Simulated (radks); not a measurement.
Excited configurations of the chlorine ion Cl+: one electron is placed in a higher orbital outside [Ne] 3s2 3p3. The ground configuration is [Ne] 3s2 3p4. Calculated with a radial shooting solver on a logarithmic mesh with Libxc functionals: scalar-relativistic Kohn-Sham, PBE, spin-polarised, spherical densities, finite nucleus; open shells are filled with parallel spins first; Fermi nuclear charge, rms radius 3.3654 fm. Excitation = E - E(ground); binding = E(ion) - E, where the ion is the core of charge +2; n* = 2/sqrt(2 binding) in atomic units, and the quantum defect is n - n*.

outer orbital  excitation (eV)  binding (eV)  eigenvalue (eV)  <r> (bohr)
4p                      15.519         8.109           -6.198       4.868
4d                      18.516         5.111           -3.849       6.907
4f                      20.001         3.626           -2.613       8.469
5d                      20.479         3.148           -2.458       12.27
5f                      21.168         2.459           -1.881       14.44
6d                      21.485         2.143           -1.721       18.88
7s                      21.464         2.164           -1.784       20.05
7p                      21.699         1.928           -1.585       22.13
7d                      22.079         1.549           -1.268       26.85
7f                      22.306         1.322           -1.073       30.24

The Delta-SCF ionisation energy is 23.628 eV (NIST Atomic Spectra Database: 23.814 eV, measured). Self-interaction in the functional shifts the binding energies and quantum defects, so they are the method's values and not measured ones. Open shells are spherical and high-spin; term and fine-structure splittings are not resolved.
